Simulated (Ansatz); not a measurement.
Wavefunction ladder for H$_{3}$NO$_{2}$SW, SMILES `[NH2][W](=[O])([OH])=[S]`

Cartesian coordinates in Å:
```
N 0.6936 -0.4250 -1.1986
W -0.4875 0.1971 0.1944
O -1.6324 -1.0302 0.4564
O 0.4726 0.5234 1.7838
S -1.4083 2.0150 -0.4629
H 1.1358 0.1764 -1.8771
H 0.7852 -1.3996 -1.4435
H 0.4411 -0.0572 2.5475
```

Charge 0, multiplicity 1. Correlated methods include outer-core shells of W, which these sets cover unevenly. W takes the def2 core potential. The geometry is a stationary point of PBE0-D4/def2-TZVP. It is one conformer, not always the lowest. Frozen core, restricted reference, the Gaussian-basis code of Ansatz.

```tsv
basis	HF (Eh)	MP2 corr.	CCSD corr.	(T)	CCSD(T) total
def2-SVP	?	-1.07245	-1.03181	-0.05132	?
def2-TZVPP	?	-1.38634	-1.33662	-0.07858	?
def2-QZVPP	?	?	–	–	–
```

Fill in the withheld values. (An estimate is asked.)

Ansatz gave: def2-SVP HF (Eh): -669.66243; def2-SVP CCSD(T) total: -670.74556; def2-TZVPP HF (Eh): -670.09891; def2-TZVPP CCSD(T) total: -671.51411; def2-QZVPP HF (Eh): -670.12067; def2-QZVPP MP2 corr.: -1.51389.
